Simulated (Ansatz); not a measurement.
## One elementary step

Start structure (BH$_{3}$Cl$_{3}$OF, closed shell), relaxed at PBE0-D4/def2-TZVP:

B1  (-0.634, 0.346, -0.719)
Cl2  (1.132, 0.292, -1.350)
Cl3  (-1.761, -0.497, -1.848)
Cl4  (-1.101, 1.996, -0.194)
H5  (0.170, -0.396, 1.140)
O6  (-0.644, -0.549, 0.589)
H7  (1.852, 0.266, 0.563)
F8  (1.695, 0.026, 1.472)
H9  (-0.710, -1.484, 0.347)
(Å)

The step: BCl₃ ([Cl][B]([Cl])[Cl]) + H₂O + HF → BHCl₂O ([OH][B]([Cl])[Cl]) + HCl + HF; bonds formed: Cl2–H7, H5–F8; dative contacts that become bonds: B1–O6; bonds broken: B1–Cl2, H5–O6, H7–F8. Computed with Ansatz 0.2.0 (basis: def2-TZVPP and def2-QZVPP); correlated methods freeze the cores. Extrapolation: Hartree–Fock as exp(−7.88 √X), correlation as X^−2.97. Energies below are by CCSD(T) at an estimated basis limit (MP2 extrapolated from triple and quadruple zeta, plus CCSD(T) − MP2 in triple zeta).

Question: What are the electronic barrier and the energy of the step, from the start structure to the end structure? (To be estimated.)

Answer: By the calculation: Barrier 0.632 eV; step energy -0.191 eV (downhill); reverse barrier, their difference, 0.823 eV. Barrier and step energy count from the start structure, the reverse barrier from the end structure.

The saddle point: One imaginary mode of 862i cm⁻¹.
| pair | start (Å) | saddle (Å) | end (Å) |
| --- | --- | --- | --- |
| B1–O6 | 1.58 | 1.45 | 1.36 |
| Cl2–H7 | 2.04 | 1.48 | 1.29 |
| H5–F8 | 1.62 | 1.09 | 0.94 |
| B1–Cl2 | 1.88 | 2.16 | 3.53 |
| H5–O6 | 1.00 | 1.26 | 1.71 |
| H7–F8 | 0.95 | 1.23 | 1.91 |

Zero-point energy (harmonic, PBE0-D4): ZPE is 1.271 eV at the start and 1.106 eV at the saddle, so the barrier goes from 0.632 to 0.467 eV.

The T1 diagnostic stays at or below 0.011.

Labels in which every atom is bracketed show which atoms are joined, not bond orders.

For scale, one of the runs: CCSD(T)/def2-TZVPP, 261 basis functions, launched by `ansatz run in.yaml --threads 8 --pin off --events-out ev --progress --plain --max-ram 19148MiB`. Time: 2.8 min of wall clock on 8 CPU threads of an Arm Neoverse V2; the host was shared. Peak host memory: 6.3 GiB.
